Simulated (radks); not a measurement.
The numbers below are computed, except where a source is named.
Question: These are the eigenvalues of the occupied orbitals of an atom or ion with whole-number occupations (eV). Level of theory: Dirac Kohn-Sham, B86b exchange with PBE correlation, spin-unpolarised, spherical densities, point nucleus (a radial shooting solver on a logarithmic mesh with Libxc functionals).

| orbital | eigenvalue |
|---|---|
| 1s1/2 | -186.2085 |

Which element is it, and in what charge state? The configuration may be excited. Open shells, if any, fill j = l - 1/2 first.

Answer: Z = 4, beryllium, charge +3: Be3+ in 1s1. The 1s level, -6.843 hartree, gives Z - s = 3.7 by -(Z - s)^2/2, which with screening and relativity narrows Z to a few neighbours, and the depths must fix Z and the occupations together.
